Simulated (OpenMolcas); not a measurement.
## Run times for CuF (fluorocopper)

CuF has 2 atoms, charge 0, and is taken as a singlet. SMILES: `[F][Cu]`. Geometry: a GFN2-xTB relaxation, a rough one for these elements and not checked as a minimum.

```xyz
2

F     0.7304   -0.2616    0.3668
Cu   -0.7304    0.2616   -0.3668
```

Program: OpenMolcas 26.06. Hardware: 1 thread of Arm Neoverse V2, shared host, so times are rough. Two-electron integrals are exact unless an approximation is named.

**Question.** Estimate their order by wall time, quickest first.
A. gradient at PBE0/def2-SVP, grid UltraFine
B. energy at MP2/STO-3G, 6 core orbitals frozen
C. energy at S12h/aug-pcseg-2 (RICD fitting)

**Answer.** B (1.9 s), A (5.4 s), C (14 s).
